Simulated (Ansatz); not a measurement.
Frontier orbitals of `[SiH3]C1(Cl)O[SiH2]1`.

Z-matrix (Å, degrees):
```
Si
C 1 1.879
H 1 1.484 2 109.8
H 1 1.486 2 107.7 3 -120.0
H 1 1.483 2 108.6 3 120.8
Cl 2 1.782 1 111.5 3 -62.3
O 2 1.450 1 115.3 3 68.0
Si 2 1.819 1 127.4 3 138.8
H 8 1.475 2 119.8 1 158.5
H 8 1.478 2 122.9 1 -3.1
```

The species carries charge 0 and has multiplicity 1. All single points use the PBE0-D4/def2-TZVP geometry. Basis def2-TZVPP, Ansatz.

Orbital energies of one run (eV). Highest occupied ones, from the top: -6.17, -7.27, -7.39, -8.13, -8.61, -8.85, -9.07, -10.40, -10.70, -11.45, -13.09, -13.82, -15.58, -21.03. Empty: -1.93, -0.88, -0.55, -0.14, 0.29, 0.62.

(1) Which functional gave them?
A. PBE
B. HSE06 (plane-wave form)
C. ωB97M-V
D. r2SCAN0

## Answers

(1) A. HOMO energies: PBE -6.17, r2SCAN0 -7.52, HSE06 -6.97, ωB97M-V -9.55 eV.
